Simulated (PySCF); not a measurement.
## Spin states of NaBe⁺

Unrestricted PBE0; Na def2-SVPD, Be def2-SVPD; no relativity (PySCF 2.14). Outer shells of the fragments: Na+ closed shells only; Be 2s2.

Followed along the bond (rough minima from three points):

| 2Ms+1 | unpaired | ⟨S²⟩ at the start | R at minimum (Å) | Te (eV) |
| --- | --- | --- | --- | --- |
| 1 | none | 0.00 | 2.99 | 0.00 |
| 3 | σ ↑↑ | 2.00 | none in the scan | ≤ 1.97 |

Solutions found at the starting distance of 2.635 Å, counted from the lowest of them; the search is not exhaustive and high or unbound solutions are not listed, so other states can lie among these:

| 2Ms+1 | unpaired | term | E (eV) | ⟨S²⟩ | ⟨Lz²⟩ | μ (D) |
| --- | --- | --- | --- | --- | --- | --- |
| 1 | none | ¹Σ⁺ | 0.00 | 0.00 | 0.00 | -0.11 |
| 3 | σ ↑↑ | ³Σ⁺ | 2.23 | 2.00 | 0.00 | -1.81 |
| 3 | σ ↑, π ↑ | ³Π | 2.58 | 2.00 | 1.00 | -0.68 |
| 1 | σ ↑, π ↓ | mixed | 3.59 | 1.00 | 1.00 | -0.23 |

A term symbol is given only where ⟨S²⟩ and ⟨Lz²⟩ are close to those of a pure state; real π, δ and φ orbitals otherwise mix terms. A positive dipole points towards Be; it is taken about the centre of mass and depends on that origin.

Counting both spins, an empty level lies below a filled one in some of these solutions, because spin and occupation are held.
